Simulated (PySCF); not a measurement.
# ECD: `O[C@H]([C@H](OC)[SiH3])C`, C$_{4}$H$_{12}$O$_{2}$Si

Molfile (atoms numbered from 1):
```
C4H12O2Si
     RDKit          3D

 19 18  0  0  0  0  0  0  0  0999 V2000
   -1.9740   -1.5827   -0.1331 C   0  0  0  0  0  0  0  0  0  0  0  0
   -1.3568   -0.5537   -0.8582 O   0  0  0  0  0  0  0  0  0  0  0  0
   -0.4855    0.2652   -0.1001 C   0  0  2  0  0  0  0  0  0  0  0  0
   -0.2870    1.8508   -1.1545 Si  0  0  0  0  0  4  0  0  0  0  0  0
    0.8972   -0.3582    0.1062 C   0  0  2  0  0  0  0  0  0  0  0  0
    1.4634   -0.0536    1.4895 C   0  0  0  0  0  0  0  0  0  0  0  0
    1.7076    0.2018   -0.9107 O   0  0  0  0  0  0  0  0  0  0  0  0
   -2.5753   -1.1776    0.6922 H   0  0  0  0  0  0  0  0  0  0  0  0
   -1.2459   -2.2897    0.2840 H   0  0  0  0  0  0  0  0  0  0  0  0
   -2.6245   -2.1104   -0.8288 H   0  0  0  0  0  0  0  0  0  0  0  0
   -0.9453    0.4662    0.8774 H   0  0  0  0  0  0  0  0  0  0  0  0
    0.0304    1.5043   -2.5287 H   0  0  0  0  0  0  0  0  0  0  0  0
   -1.5985    2.5117   -1.0997 H   0  0  0  0  0  0  0  0  0  0  0  0
    0.6948    2.7394   -0.5286 H   0  0  0  0  0  0  0  0  0  0  0  0
    0.8466   -1.4501   -0.0388 H   0  0  0  0  0  0  0  0  0  0  0  0
    1.4980    1.0235    1.6378 H   0  0  0  0  0  0  0  0  0  0  0  0
    2.4721   -0.4544    1.5896 H   0  0  0  0  0  0  0  0  0  0  0  0
    0.8402   -0.4973    2.2619 H   0  0  0  0  0  0  0  0  0  0  0  0
    2.6327   -0.0261   -0.7647 H   0  0  0  0  0  0  0  0  0  0  0  0
  1  2  1  0
  2  3  1  0
  3  4  1  0
  3  5  1  0
  5  6  1  0
  5  7  1  0
  1  8  1  0
  1  9  1  0
  1 10  1  0
  3 11  1  1
  4 12  1  0
  4 13  1  0
  4 14  1  0
  5 15  1  6
  6 16  1  0
  6 17  1  0
  6 18  1  0
  7 19  1  0
M  END
```

Level of theory: TDDFT LC-wPBE/def2-SVPD circular dichroism and optical rotation, one conformer, gas phase (PySCF). Geometry: GFN2-xTB.

The molecule is flexible and this is one conformer; a measurement averages over conformers.

Task: Assign R or S to each stereocentre.

Result: C3 R, C5 S.

Task: List the lowest 8 singlet excitations with oscillator and rotatory strengths.

Result: Rotatory strengths R in 10⁻⁴⁰ esu² cm², velocity form and length form (origin at the centre of mass); f in length form.
```
state  E (eV)  λ (nm)       f  R (velocity)  R (length)                                main
    1    7.65     162   0.008          +5.1        +5.2    HOMO−1→LUMO 0.46, HOMO→LUMO 0.12
    2    7.76     160   0.005         +12.1       +11.0    HOMO→LUMO 0.18, HOMO→LUMO+1 0.17
    3    8.07     154  0.0009          -3.7        -2.7    HOMO→LUMO 0.36, HOMO→LUMO+6 0.16
    4    8.56     145   0.005         -15.8       -16.1  HOMO→LUMO+1 0.32, HOMO→LUMO+3 0.18
    5    8.74     142   0.006         -20.7       -22.6  HOMO→LUMO+2 0.35, HOMO→LUMO+6 0.13
    6    8.77     141   0.104         +15.2       +14.6  HOMO→LUMO+1 0.25, HOMO→LUMO+3 0.15
    7    8.90     139   0.043         -34.3       -33.1  HOMO→LUMO+5 0.50, HOMO→LUMO+6 0.13
    8    8.91     139   0.006         +12.3       +13.6  HOMO→LUMO+3 0.17, HOMO→LUMO+2 0.11
```

Among the states computed, the strongest CD band (largest |R|) is state 7. The largest dissymmetry factor in size, g = 4R/(D+G), with D and G the electric and magnetic dipole strengths, is -0.043 for state 4 (velocity form, f = 0.005), among bands with |R| over 0.5. The mirror image has the same energies and oscillator strengths and all R with the opposite sign.
